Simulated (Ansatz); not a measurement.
Consider the silylene formation by 1,1-elimination: `F[SiH2]I` → `FI` + `[SiH2]`.

Program: Ansatz. Geometries: PBE0-D4/def2-TZVP. ΔE: electronic, gas phase. CCSD(T)/CBS is the MP2 limit (def2-TZVPP, def2-QZVPP) plus CCSD(T) − MP2 in def2-TZVPP, frozen cores. This one scheme is used for every species. Functionals use def2-TZVPP. Elements past krypton have def2 core potentials. For I outer-core shells are correlated without core-valence functions, which leaves a few kJ/mol of doubt a bond.

`F[SiH2]I`:

Cartesian coordinates in Å:
```
F -0.079 -1.589 0.359
Si 0.159 -0.075 -0.075
I -1.694 1.279 0.698
H 0.213 -0.017 -1.549
H 1.401 0.402 0.567
```

`FI`:

```xyz
2

F    -0.408   -0.707    0.491
I     0.408    0.707   -0.491
```

`[SiH2]`:

```xyz
3

Si    0.603    0.316   -0.209
H    -0.743    0.039   -0.872
H     0.140   -0.355    1.081
```

Q: Is it downhill or uphill in electronic energy at CCSD(T)/CBS, and by how much? (Best estimate.)

A: Ansatz gave: Uphill: ΔE = +610.8 kJ/mol.

Q: What do these levels give: B97M-V, BHLYP-D4, CAM-B3LYP-D4, r2SCAN, MP2/def2-SVP, CCSD(T)/def2-SVP? (Estimate.)

A: Ansatz gave: B97M-V 581.8, BHLYP-D4 620.7, CAM-B3LYP-D4 601.6, r2SCAN 627.7, MP2/def2-SVP 625.6, CCSD(T)/def2-SVP 586.8 kJ/mol.

Largest T1 diagnostic among the species: 0.014.

Leaving LDA and LC-ωPBE aside and taking each functional with its dispersion term where it has one, the values, not all of them listed here, spread over 82.4 kJ/mol, from BLYP-D4 to r2SCAN0-D4. LDA lies +44.2 kJ/mol from PBE without D4. From PBE to PBE0 (25 % exact exchange), in def2-TZVPP and without D4, ΔE moves by +28.4 kJ/mol.
